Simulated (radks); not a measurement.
Values are calculated unless marked as measured or tabulated.
Species: La+. Configuration: [Xe] 5d1 6p1 (not the ground configuration). Code: a radial shooting solver on a logarithmic mesh with Libxc functionals. Model: scalar-relativistic Kohn-Sham, PBE, spin-unpolarised, spherical densities, point nucleus.

Normalised radial functions P(r) = r R(r), r in bohr:

```
   r/bohr * 4p, o 4d, + 6p (the largest magnitude, 1.39, reaches the edge; | marks zero, & curves that meet)
 0.001023                             &
 0.001201                             &
 0.001398                             &
 0.001641                             &
  0.00191                             &
 0.002242                             &
  0.00261                             &
 0.003062                             &
 0.003565                             &
  0.00415                             &
  0.00487                             &*
  0.00567                             &*
 0.006654                             &*
 0.007746                             &*
  0.00909                             &*
  0.01058                             & *
  0.01242                             & *
  0.01446                             &  *
  0.01683                             &   *
  0.01975                             o+   *
  0.02299                             o+    *
  0.02698                             |&     *
  0.03141                             |&      *
  0.03686                             |+o      *
  0.04291                             |+o       *
  0.05036                             |+ o      *
  0.05863                             |+  o     *
  0.06825                             |+   o   *
  0.08009                             |+     &
  0.09324                             |+  *    o
   0.1094                             &          o
   0.1274                        *   +|           o
   0.1495                   *        +|             o
    0.174                *          + |             o
   0.2042              *            + |            o
   0.2377               *           + |         o
   0.2768                   *        +|    o
   0.3248                           *o+
   0.3781                     o       |+     *
   0.4437              o              | +             *
   0.5166        o                    |  +                   *
   0.6062     o                       |  +                       *
   0.7057    o                        | +                       *
   0.8281       o                     +                     *
   0.9641           o               + |               *
    1.122               o         +   |          *
    1.317                    o   +    |     *
    1.533                       o+    |  *
    1.799                          &  |*
    2.095                            &*
    2.458                            o* +
    2.862                             &    +
    3.358                             &       +
     3.91                             &         +
    4.551                             &         +
    5.341                             &        +
    6.218                             &       +
    7.297                             &    +
    8.495                             &  +
    9.968                             & +
     11.6                             &+
    13.62                             &
    15.85                             &
```

4p: eigenvalue -206.93 eV, 2 radial nodes at r = 0.110, 0.338 bohr, <r> = 0.693 bohr, 90 % of the charge inside 1.01 bohr. 4d: eigenvalue -110.77 eV, 1 radial node at r = 0.316 bohr, <r> = 0.767 bohr, 90 % of the charge inside 1.15 bohr. 6p: eigenvalue -5.949 eV, 4 radial nodes at r = 0.109, 0.324, 0.809, 2.16 bohr, <r> = 5.01 bohr, 90 % of the charge inside 7.20 bohr.
